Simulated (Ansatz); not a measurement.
Geometry optimisation, RKS PBE/def2-SVP in Ansatz 0.2.0.

The input (input.yaml):

```yaml
crystal:
  periodic: [false, false, false]
  atoms:
    - { symbol: F, position_ang: [-2.6559, 0.3414, 0.271] }
    - { symbol: B, position_ang: [-1.34, 0.726, 0.5708] }
    - { symbol: C, position_ang: [-0.2275, -0.3626, 0.419] }
    - { symbol: "N", position_ang: [0.0057, -0.8014, -0.926] }
    - { symbol: Si, position_ang: [1.3359, 0.2371, -0.3812] }
    - { symbol: H, position_ang: [-1.0898, 1.8027, 1.035] }
    - { symbol: H, position_ang: [-0.0883, -1.1807, 1.1851] }
    - { symbol: H, position_ang: [0.3238, -1.7791, -0.9202] }
    - { symbol: H, position_ang: [2.5461, -0.569, -0.2054] }
    - { symbol: H, position_ang: [1.273, 1.5347, -1.0452] }
basis:
  gaussian: { orbitals: def2-SVP }
hamiltonian:
  xc: pbe
relax:
  f_tol: 0.02
  max_steps: 50
```

Command:

```bash
$ ansatz run input.yaml --threads 2 --pin off --max-ram 3072MiB --backend cpu --events-out ev --progress --plain --runs-dir out
```

Question: Where does it end, and by what steps?

Answer: It converged. After 14 steps the energy has fallen by 0.803 eV; F1 moved furthest, 1.24 Å.

| step | energy less start (eV) | largest force component (eV/Å) | accepted |
| --- | --- | --- | --- |
| 0 | 0.0000 | 2.059 | yes |
| 1 | -0.1514 | 2.618 | yes |
| 2 | -0.2579 | 2.751 | yes |
| 3 | -0.4945 | 0.815 | yes |
| 4 | -0.5883 | 0.346 | yes |
| 5 | -0.6615 | 0.333 | yes |
| 6 | -0.7228 | 0.308 | yes |
| 7 | -0.7628 | 0.200 | yes |
| 8 | -0.7792 | 0.353 | yes |
| 9 | -0.7674 | 0.597 | no |
| 10 | -0.7934 | 0.189 | yes |
| 11 | -0.8012 | 0.111 | yes |
| 12 | -0.8023 | 0.085 | yes |
| 13 | -0.8027 | 0.058 | yes |
| 14 | -0.8029 | 0.016 | yes |

```xyz
10
Properties=species:S:1:pos:R:3
F -2.003 1.163 -0.391
B -1.305 0.675 0.646
C -0.278 -0.451 0.462
N -0.032 -1.050 -0.884
Si 1.183 0.187 -0.579
H -1.461 1.214 1.732
H 0.085 -0.990 1.363
H 0.235 -2.041 -0.856
H 2.541 -0.174 -0.067
H 1.117 1.415 -1.422
```

Time of the run: 20 s on 2 threads of AMD EPYC 9R14 (Zen 4) (shared host), peak memory 0.2 GiB.
